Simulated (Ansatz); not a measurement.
Reaction (SMILES): F[S] (F-S) → F atom + S atom
B3LYP-D3(BJ)/def2-TZVP geometries, fixed; electronic energies without zero-point terms.

The atomisation energy at CCSD(T) with Ansatz (a program for electronic structure), in kcal/mol, split into its Hartree-Fock and correlation parts. Cores are frozen. Open shells are unrestricted. No added dispersion term, no relativity. Functions are those of the species that has most.

| basis | X | functions | Hartree-Fock | CCSD(T) |
|---|---|---|---|---|
| aug-cc-pV(D+d)Z | 2 | 55 | 31.23 | 72.73 |
| aug-cc-pV(T+d)Z | 3 | 101 | 34.86 | 80.40 |
| aug-cc-pV(Q+d)Z | 4 | 169 | 35.47 | 83.13 |

Worked estimate of the basis-set limit from each neighbouring pair, with Hartree-Fock from the larger set and the correlation part extrapolated as X^-3.
Correlation parts: X = 2: 41.50, X = 3: 45.54, X = 4: 47.66.
- (2,3): (27·(45.54) - 8·(41.50))/19 = 47.24; with Hartree-Fock 34.86 the estimate is 82.10 kcal/mol.
- (3,4): (64·(47.66) - 27·(45.54))/37 = 49.21; with Hartree-Fock 35.47 the estimate is 84.68 kcal/mol.
The last two estimates differ by 2.58 kcal/mol; the largest set lies 1.55 from the last. Over the last step Hartree-Fock moves by 0.61 and the correlation part by 2.12.
